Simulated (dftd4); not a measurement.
F4OW, charge -1, doublet, geometry from GFN2-xTB (such geometries of metal compounds can be far from the true shape) (the multiplicity is a formal guess); dftd4 4.2.0 with D4 for hf.

dftd4 was given this input:
```
$ dftd4 mol.xyz --func hf --charge -1 --json dftd4.json --noedisp --property

# file mol.xyz
6

W      0.06830354    -0.08411416     0.04394939
O      1.05674556    -1.30135662     0.67995486
F     -0.97134487    -0.69572284    -1.53092736
F      0.22087672     1.61990623     1.04804436
F      0.98756622     0.99128778    -1.34660359
F     -1.73803437    -0.06710439     0.86372059
```

The log (banner, timings and long lists left out):

```
                    ____  _____ _____     ____  _  _
      -------------|  _ \|  ___|_   _|---|  _ \| || |------------
     |             | | | | |_    | | ___ | | | | || |_           |
     |             | |_| |  _|   | ||___|| |_| |__   _|          |
     |             |____/|_|     |_|     |____/   |_|            |
     |             ===================================           |
     |            E. Caldeweyher, S. Ehlert & S. Grimme          |
     |          Mulliken Center for Theoretical Chemistry        |
     |                    University of Bonn                     |
      -----------------------------------------------------------

Rational (Becke-Johnson) damping: hf-D4-ATM
---------------------
  s6         1.0000
  s8         1.6168
  s9         1.0000
  a1         0.4496
  a2         3.3574
 alp        16.0000
--------------------

Atomic data, radii in Ångström:
------------------------------------------------------
   Z          R(cov)      r4/r2   hardness         EN
------------------------------------------------------
  74 W        1.6400     3.8776     0.3813     2.3600
   8 O        0.8400     1.3725     0.5869     3.4400
   9 F        0.8533     1.2638     0.6693     3.9800
------------------------------------------------------

Atomic reference systems (in atomic units):
----------------------------------------------------------------------------
   Z        #      CN     q+Z       C6(AA)   #      CN     q+Z       C6(AA)
----------------------------------------------------------------------------
  74 W      1  0.0000 14.0000     832.0059   2  1.8485 14.3132     457.6800
            3 10.4500 14.2302     355.5741
   8 O      1  0.0000  8.0000      15.5711   2  0.8042  7.6453      20.8489
            3  1.6112  7.4012      24.8631   4  0.9798  8.0000      14.9880
   9 F      1  0.0000  9.0000       9.7374   2  0.7408  8.7523      11.7796
----------------------------------------------------------------------------

Atomic properties (in atomic units):
----------------------------------------------------------------------------
     #    Z              CN          q      C6(AA)        C8(AA)   alpha(0)
----------------------------------------------------------------------------
     1   74 W        3.8297     1.2567    342.5495    55177.6762    42.5074
     2    8 O        0.8301    -0.6721     27.8826      562.6863     7.0849
     3    9 F        0.7499    -0.3962     13.5232      231.3984     4.2365
     4    9 F        0.7499    -0.3962     13.5232      231.3984     4.2365
     5    9 F        0.7499    -0.3962     13.5232      231.3984     4.2365
     6    9 F        0.7499    -0.3962     13.5232      231.3984     4.2365
----------------------------------------------------------------------------

Molecular properties (in atomic units):
----------------------------------------
 molecular C6                1394.3703
 molecular C8               97421.5105
----------------------------------------

Dispersion energy:      -1.7150065565232E-02 Eh

[Info] JSON dump of results written to 'dftd4.json'
```
